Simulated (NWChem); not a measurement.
System: CH₅FO₂Si₂; SMILES O[Si@@]1(F)C[SiH2]O1

```xyz
11

O     -1.3057    -1.6691     0.1899
Si    -0.0195    -0.6778    -0.0275
F      1.3117    -1.5932    -0.1154
C     -0.2236     0.6190    -1.3540
Si     0.0328     1.8152     0.1002
O      0.1910     0.4861     1.1605
H     -1.2135    -2.4092     0.7976
H     -1.2138     0.6430    -1.8323
H      0.5573     0.6283    -2.1285
H     -1.1367     2.6670     0.4534
H      1.2746     2.6359     0.0519
```
Atoms are numbered in this order, from 1.

Computed with NWChem. Pople sets run with spherical d functions. STO-3G and 3-21G are far too small for this property and stand as cheap habits. All runs use the structure optimised with PBE0/def2-SVP. Vertical excitations in the gas phase; the lowest state need not have the same character in each row.

```csv
level,basis functions,"lowest excitation, singlet (eV)","lowest state with f > 0.02, singlet (eV)",orbital gap (eV)
"PBE0/3-21G, TDA",72,7.45,8.37,9.01
"PBE0/6-31G*, TDA",102,7.56,7.72,8.97
"PBE0/6-31+G*, TDA",126,…,…,…
"PBE0/def2-SVP, TDA",117,7.71,7.87,9.15
```

Problem. Fill in the missing entries.

Solution. 
- PBE0/6-31+G*, TDA, lowest excitation, singlet (eV): 7.35
- PBE0/6-31+G*, TDA, lowest state with f > 0.02, singlet (eV): 7.42
- PBE0/6-31+G*, TDA, orbital gap (eV): 8.59
